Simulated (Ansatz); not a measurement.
Born–Oppenheimer molecular dynamics of GeH₃Se (5 atoms, charge 0, multiplicity 2). It starts at the highest image of a converged band, a first-order saddle point between two minima.

Method: Ansatz, UKS BLYP/def2-mTZVP.

| Quantity | Value |
| --- | --- |
| ensemble | NVE (velocity Verlet) |
| time step | 0.5 fs |
| steps asked | 200 |
| starting velocities drawn for | 300 K |
| seed | 5009 |

First frame:

```xyz
5
Properties=species:S:1:pos:R:3
Ge -0.241 -0.370 0.067
Se 1.044 1.457 -0.744
H 0.349 -1.791 -0.153
H -1.783 -0.267 -0.106
H 0.681 0.897 0.895
```

(1) What does the run give?

(2) What happens to the structure?

(3) How do temperature and energy run in time?

## Answers

(1) All steps were run.

```json
{"steps done": "200", "time covered": "100 fs", "mean temperature over the second half": "1632 K", "spread of the potential energy over the second half": "50.4 meV per atom", "mean potential energy of the second half above the start": "-103.3 meV per atom"}
```

The conserved energy stayed within 0.18 meV per atom of its start (net change 0.027 meV per atom), so the integration is sound. The system heated up, since it started high on the potential surface and ran downhill. A run of 0.1 ps of so small a system gives no equilibrium averages.

(2) The step under study would form Ge1–H5 and break Se2–H5. These pairs go: Ge1–H5 1.77 → 1.62 Å, Se2–H5 1.77 → 2.94 Å. In the last frame they stand as after the step (other bonds may differ from the relaxed reactants and products). It ends as one piece, GeH3Se. Pairs count as bonded within 1.25 times the sum of covalent radii (0.12 Å more for H–H). This is one draw of velocities; another would differ in detail.

(3) 
```csv
time (fs),T (K),potential energy less start (eV),conserved less start (meV/atom)
0.0,300,0.000,0.00
8.0,425,-0.048,0.05
16.0,2345,-0.794,-0.11
24.0,1942,-0.637,-0.01
32.0,1522,-0.474,-0.11
40.0,1912,-0.626,-0.11
48.0,890,-0.228,0.10
56.0,2082,-0.691,-0.07
64.0,2848,-0.988,-0.02
72.0,1446,-0.444,0.03
80.0,680,-0.146,0.16
88.0,1353,-0.408,0.16
96.0,1363,-0.412,0.15
```

Time of the run: 7.7 min on 2 threads of Arm Neoverse V1 (shared host), peak memory 0.17 GiB.
